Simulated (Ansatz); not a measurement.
Consider the atomization: `[AlH2][C@H]1C[Si@@H]1S` → Al• + 2 C• + 7 H• + S• + Si•.

Program: Ansatz. Geometries: PBE0-D4/def2-TZVP. ΔE: electronic, gas phase. CCSD(T)/CBS adds triple-zeta CCSD(T) − MP2 to the extrapolated MP2 energy (def2 sets, frozen cores). This one scheme is used for every species, atoms too. DFT in def2-TZVPP. Open shells (•) are unrestricted, without spin–orbit coupling. Spin–orbit coupling would lower the free atoms: a little for Al, C, S, Si. Each species was taken in one conformer, which may not be the lowest.

`[AlH2][C@H]1C[Si@@H]1S`:

```xyz
12

Al    0.235    1.777    1.288
C     0.417    0.737   -0.308
C     1.168   -0.599   -0.471
Si   -0.615   -0.815   -0.101
S    -2.023   -1.220   -1.629
H    -0.583    3.134    1.229
H     0.808    1.202    2.655
H     0.179    1.240   -1.246
H     1.507   -0.831   -1.476
H     1.899   -0.845    0.294
H    -1.024   -1.221    1.262
H    -1.966   -2.558   -1.498
```

```csv
level,ΔE (eV)
r2SCAN0-D4,41.27
CCSD/CBS(def2),40.85
```

(1) What does CCSD(T)/CBS give? (Best estimate.)

Largest T1 diagnostic among the species: 0.018.

Answers

(1) The calculation gave: +41.48 eV. The listed levels differ from it by -0.21, -0.63 eV.

In def2-TZVPP, CCSD(T) changes the Hartree–Fock value by +9.90 eV (the triples alone add +0.63 eV) and MP2 by +10.35 eV; breaking electron pairs costs correlation energy, which Hartree–Fock lacks. From r2SCAN to r2SCAN0 (25 % exact exchange), in def2-TZVPP and without D4, ΔE moves by −0.47 eV: exact exchange takes away binding that semilocal exchange gives to molecules.

For atomizations the MP2-based limit and the directly extrapolated one differ by several kJ/mol either way, and by 10 to 25 for some Ge, Se and Sn compounds, so smaller differences from it don't rank the levels.
